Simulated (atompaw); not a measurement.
## Pseudopotential generation for H (Z = 1): PAW (atompaw), PBEsol, scalar-relativistic.

hydrogen (H), PAW, made with atompaw 4.2.0.5 (PBEsol, scalar-relativistic). Core none, reference 1s1. Waves: 1s (bound); 1s channel at 0.95 Ry; 2p channel at -0.1 Ry. Local part: troulliermartins scheme with l = 2 at -0.5 Ry, radius 1.05 bohr. Core correction: none. Augmentation charge: sinc compensation charge, radius 1.00 bohr; PAW radius 1.35 bohr; waves and projectors: bloechl.

All-electron outer shells of the reference configuration (PBEsol, scalar-relativistic, ld1.x):

```csv
shell,level (eV),outermost node (bohr),outermost maximum (bohr)
1s,-6.33,–,1.05
```

(1) Estimate the cutoffs (Ry, on a coarse ladder) from which the occupation-weighted sum of valence levels, in a spherical-Bessel basis at the reference potential, stays within 10 and 1 mRy of its value at 400 Ry.

(2) Does the potential have ghost states?

(3) Is the overlap operator S = 1 + Σ q|β⟩⟨β| positive definite (Bessel basis up to 400 Ry)?

Results:

(1) 12 Ry and 21 Ry.

(2) No extra level below or beside the all-electron valence levels (s, p, d, f tested).

(3) Barely: its lowest eigenvalue is 0.023 (s channel).
